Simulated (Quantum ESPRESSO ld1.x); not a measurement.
ld1.x (Quantum ESPRESSO 7.5) input

```
 &input
    zed=38.0,
    iswitch=1,
    rel=1,
    lsd=1,
    dft='PZ',
    config='[Ar] 3d8 4s2 4p5 5p2 5s0 4d0',
    verbosity='high',
    prefix='ld1',
    max_out_wfc=37,
    file_charge='ld1.rho',
 /
```

Output (excerpt):

```
     Program LD1 v.7.5 starts

     --------------------------- All-electron run ----------------------------

     scalar relativistic calculation

     atomic number is 38.00
     dft =PZ   lsd =1 sic =0 latt =0  beta=0.20 tr2=1.0E-14
     Exchange-correlation= PZ
                           (   1   1   0   0   0   0   0)
     mesh =2031 r(mesh) =  99.72474 a.u. xmin = -8.00 dx = 0.00800
     1 Ry =  13.60569312 eV, c = 137.03599908

     n l     nl                  e(Ry)          e(Ha)          e(eV)
     1 0     1S 1( 1.00)   -1176.236041579    -588.118020790 -16003.5066219
     2 0     2S 1( 1.00)    -165.385974635     -82.692987317  -2250.1908177
     2 1     2P 1( 3.00)    -147.826618016     -73.913309008  -2011.2836001
     3 0     3S 1( 1.00)     -30.443260790     -15.221630395   -414.2016640
     3 1     3P 1( 3.00)     -24.765406220     -12.382703110   -336.9505171
     3 2     3D 1( 5.00)     -15.470221653      -7.735110827   -210.4830884
     4 0     4S 1( 1.00)      -6.645092405      -3.322546203    -90.4110880
     4 1     4P 1( 3.00)      -5.078444800      -2.539222400    -69.0957615
     5 1     5P 1( 2.00)      -1.736414144      -0.868207072    -23.6251180
     5 0     5S 1( 0.00)      -2.161120620      -1.080560310    -29.4035440
     4 2     4D 1( 0.00)      -2.802560229      -1.401280114    -38.1307744
     1 0     1S 2( 1.00)   -1176.213609875    -588.106804937 -16003.2014230
     2 0     2S 2( 1.00)    -165.167186513     -82.583593256  -2247.2140537
     2 1     2P 2( 3.00)    -147.650442667     -73.825221333  -2008.8866124
     3 0     3S 2( 1.00)     -30.155744287     -15.077872144   -410.2898027
     3 1     3P 2( 3.00)     -24.477029812     -12.238514906   -333.0269562
     3 2     3D 2( 3.00)     -15.158319106      -7.579159553   -206.2394380
     4 0     4S 2( 1.00)      -6.505652361      -3.252826181    -88.5139096
     4 1     4P 2( 2.00)      -4.946984777      -2.473492388    -67.3071568
     5 1     5P 2( 0.00)      -1.580976745      -0.790488372    -21.5102844
     5 0     5S 2( 0.00)      -2.005261710      -1.002630855    -27.2829755
     4 2     4D 2( 0.00)      -2.677602394      -1.338801197    -36.4306365

     final scf error:  7.0E-15 reached in  27 iterations

     Etot =   -6323.475760 Ry,   -3161.737880 Ha,  -86035.270657 eV
     Total magnetization:    5.00 Bohr mag.

     Ekin =    6483.984958 Ry,    3241.992479 Ha,   88219.109555 eV
     Encl =  -15056.489271 Ry,   -7528.244636 Ha, -204853.972536 eV
     Eh   =    2444.898011 Ry,    1222.449006 Ha,   33264.532056 eV
     Exc  =    -195.869458 Ry,     -97.934729 Ha,   -2664.939732 eV
```

Run on one thread of a shared host, so times are rough (Intel(R) Xeon(R) Processor @ 2.60GHz): 0.82 s of CPU time, 0.86 s wall, 27 iterations on 2031 mesh points.
